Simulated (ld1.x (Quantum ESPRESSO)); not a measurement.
**Varying the TM potential for W (Z = 74)**

Base potential:

ld1.x (Quantum ESPRESSO) 7.5 input, shortened:

```
&input
   title='W', zed=74., rel=1, dft='PBE', iswitch=3,
   config='[Xe] 4f14 5d4 6s2 6p0'
 /
 &inputp
   pseudotype=2, tm=.true., lloc=-1, rcloc=1.95,
   nlcc=.true.
 /
3
6S  1  0   2.00   0.00  2.40  2.40  0.0
5P  2  1   6.00   0.00  1.95  1.95  0.0
5D  3  2   4.00   0.00  2.65  2.65  0.0
 &test
   configts(1)='5p6 5d4 6s2 6p0'
 /
```

Cutoffs, loose and tight: the cutoffs (Ry, on a coarse ladder) from which the occupation-weighted sum of valence levels, in a spherical-Bessel basis at the reference potential, stays within 10 and 1 mRy of its value at 400 Ry. They do not see the model core or the augmentation charge, which bear on the density cutoff. Test errors are all-electron minus pseudo excitation energies from the reference, over the configurations 5p6 5d4 6s1 6p0; 5p6 5d4 6s0 6p0; 5p6 5d3 6s0 6p0; 5p6 5d5 6s1 6p0; 5p6 5d3 6s2 6p0; 5p6 5d4 6s0 6p1; 5p5 5d4 6s2 6p0. A dash means not determined; rows that change the core or the reference have their own tests. The largest error is taken over the tests solved by every variant that gives reliable tests at all: 5p6 5d3 6s0 6p0; 5p6 5d4 6s0 6p0; 5p6 5d4 6s0 6p1; 5p6 5d4 6s1 6p0.

A true bound ghost makes a file unfit for plane-wave use even where its test errors are small: the radial tests pick states by their node count and pass the ghost by. Where a test does run into it, the solver fails or the error is huge.

| change | outcome | cutoff, loose | cutoff, tight | bound ghosts | largest test error (meV) |
| --- | --- | --- | --- | --- | --- |
| base | generated | 30 Ry | 45 Ry | s | +272 |
| all radii but the core radius scaled by about 0.75 (s 1.80, p 1.46, d 2.00 bohr); local potential all-electron potential smoothed inside 1.46 bohr (lloc = -1) | generated | 80 Ry | 110 Ry | s | -46 |
| all radii but the core radius scaled by about 0.87 (s 2.10, p 1.70, d 2.32 bohr); local potential all-electron potential smoothed inside 1.70 bohr (lloc = -1) | generated | 45 Ry | 80 Ry | s | -29 |
| all radii but the core radius scaled by about 1.13 (s 2.70, p 2.20, d 2.98 bohr); local potential all-electron potential smoothed inside 2.20 bohr (lloc = -1) | generated | 25 Ry | 45 Ry | s | -40 |
| all radii but the core radius scaled by about 1.17 (s 2.82, p 2.28, d 3.10 bohr); local potential all-electron potential smoothed inside 2.28 bohr (lloc = -1) | generated | 25 Ry | 45 Ry | s | -44 |
| all radii but the core radius scaled by about 1.25 (s 3.00, p 2.44, d 3.32 bohr); local potential all-electron potential smoothed inside 2.44 bohr (lloc = -1) | generated | 25 Ry | 45 Ry | s | -162 |
| all radii but the core radius scaled by about 1.32 (s 3.18, p 2.58, d 3.50 bohr); local potential all-electron potential smoothed inside 2.58 bohr (lloc = -1) | generated | 25 Ry | 45 Ry | none | -256 |
| all radii but the core radius scaled by about 1.38 (s 3.32, p 2.70, d 3.66 bohr); local potential all-electron potential smoothed inside 2.70 bohr (lloc = -1) | generated | 25 Ry | 40 Ry | none | -365 |

Q: What comes out with this change to the base: all radii but the core radius scaled by about 0.83 (s 2.00, p 1.62, d 2.20 bohr); local potential all-electron potential smoothed inside 1.62 bohr (lloc = -1)?

A: outcome: generated; cutoff, loose: 50 Ry; cutoff, tight: 90 Ry; bound ghosts: s; largest test error (meV): -24.

Reading the sweep of the scale of all radii but the core radius (base = 1) (base included, trends over the rows without a ghost): Bound ghosts are found at 0.75, 0.83, 0.87, 1, 1.13, 1.17, 1.25.
